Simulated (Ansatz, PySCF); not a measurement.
Molecule: AlI₂, net charge 0, doublet state. It need not be the lowest isomer of its formula. SMILES: [I][Al][I]
Geometry from a B3LYP-D3(BJ)/def2-TZVP (Ansatz, a quantum-chemistry and plane-wave program) optimisation:
```
Al
I 1 2.5134
I 1 2.5134 2 119.81
```
Charge 0, spin multiplicity 2.

Quantity: atomisation energy (electronic, to ground-state atoms), in kJ/mol. Valence correlation only, unless marked. Open shells are spin-unrestricted. No spin-orbit coupling. Frozen are the shells of the preceding noble gas and the d and f shells that filled before the atom's block. Past Kr the def2 sets carry scalar-relativistic core potentials. The coupled-cluster limit lacks core correlation, which all-electron functionals hold. CBS marks a two-point X^-3 extrapolation of the correlation energy; Hartree-Fock from the larger set. The bracket is a focal-point correction in the basis named.

| level | program | atomisation energy (kJ/mol) |
|---|---|---|
| BP86-D3(BJ)/def2-TZVPD | PySCF + dftd3 | (withheld) |
| r2SCAN-D4/def2-TZVPD | Ansatz + dftd4 | 605.1 |
| PBE0/def2-SVP | Ansatz | (withheld) |
| r2SCANh-D4/def2-TZVPD | Ansatz + dftd4 | 599.8 |
| PW6B95-D4/def2-TZVPD | PySCF + dftd4 | 578.5 |
| PW6B95/def2-TZVPD | PySCF | 573.2 |
| M06-2X/def2-TZVPD | PySCF | (withheld) |
| MN15/def2-TZVPD | PySCF | (withheld) |
| HSE06-D4/def2-TZVPD | Ansatz + dftd4 | 593.4 |
| CAM-B3LYP/def2-TZVPD | Ansatz | 539.5 |
| LC-wPBE-D4/def2-TZVPD | Ansatz + dftd4 | 573.2 |
| wB97X-V/def2-TZVPD | Ansatz | 569.4 |
| CCSD/def2-SVP | Ansatz | 497.7 |
| RI-MP2/CBS(def2-TZVPPD,def2-QZVPPD)+[CCSD(T)-MP2]/def2-TZVPPD | Ansatz | 573.1 |

**Question.** Fill in the missing entries.

**Answer.** 
- BP86-D3(BJ)/def2-TZVPD, atomisation energy (kJ/mol): 602.4
- PBE0/def2-SVP, atomisation energy (kJ/mol): 576.6
- M06-2X/def2-TZVPD, atomisation energy (kJ/mol): 543.2
- MN15/def2-TZVPD, atomisation energy (kJ/mol): 564.8
